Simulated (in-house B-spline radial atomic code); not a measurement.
Si²⁺. Computed with a B-spline radial atomic code. Model: all-electron spherical atom, spin shells full or empty, radial basis limit, no spin-orbit coupling, Breit or QED, empty-state partial waves extrapolated as (l+1/2)^-4, RPA, G0W0 and static COHSEX of the highest shell as one setting changes (uncorrelated shells keep exact exchange).

Given: element Si; charge 2; filled core Ne; hamiltonian non-relativistic; mean-field start r2SCAN; highest l of empty states 9; highest mean-field shell 3s.

Shell: 3s 1 1 (electrons up and down).

| natural log step of frequency grid | RPA correlation energy (hartree) | G0W0 level (eV) | G0W0 minus most complete (meV) | RPA minus most complete (millihartree) | linearised minus solved G0W0 (meV) |
| --- | --- | --- | --- | --- | --- |
| 0.25 | -0.71269 | -33.771 | 0 | 0 | 44 |
| 0.4 | ? | ? | ? | ? | ? |
| 0.6 | -0.71269 | -33.771 | 0 | 0 | 44 |
| 0.9 | -0.7127 | -33.771 | -0.3 | 0 | 43.7 |
| 1.3 | -0.71269 | -33.774 | -3.3 | 0 | 48.4 |
| 1.8 | ? | ? | ? | ? | ? |
| 2.5 | -0.69637 | -33.623 | 147.6 | 16.3 | 36.8 |
| 3.5 | -0.63401 | -33.367 | 404 | 78.7 | 111 |

Task: What follows for natural log step of frequency grid = 0.4?

Result: RPA correlation energy -0.71269 hartree; G0W0 level -33.771 eV; G0W0 minus most complete -0.1 meV; RPA minus most complete 0 millihartree; linearised minus solved G0W0 44 meV.

Task: What follows for natural log step of frequency grid = 1.8?

Result: RPA correlation energy -0.7129 hartree; G0W0 level -33.729 eV; G0W0 minus most complete 42.3 meV; RPA minus most complete -0.2 millihartree; linearised minus solved G0W0 44.3 meV.
